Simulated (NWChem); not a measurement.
C₃H₁₀Si; SMILES C[SiH](C)C

```xyz
14

Si     0.0000     0.0000     0.3777
C     -1.7019     0.5401    -0.2230
C      1.3187     1.2039    -0.2230
C      0.3832    -1.7440    -0.2230
H      0.0000     0.0000     1.8793
H     -1.7452     0.5538    -1.3241
H     -2.4865    -0.1443     0.1365
H     -1.9480     1.5517     0.1365
H      2.3178     0.9112     0.1365
H      1.3522     1.2345    -1.3241
H      1.1183     2.2255     0.1365
H      0.3930    -1.7883    -1.3241
H     -0.3698    -2.4629     0.1365
H      1.3682    -2.0812     0.1365
```
Atoms are numbered in this order, from 1.

Results from NWChem. Medium grid unless said otherwise, to which SCAN and Minnesota functionals are sensitive. Structure relaxed at the PBE0/def2-SVP level.

For level r2SCAN/def2-SVP:

```yaml
highest occupied level (eV): -7.49
orbital gap (eV): 9.02
```

### Question
What are these values for level Hartree-Fock/def2-SVP?

### Answer
| Item | Value |
|---|---|
| highest occupied level (eV) | -11.77 |
| orbital gap (eV) | 16.18 |
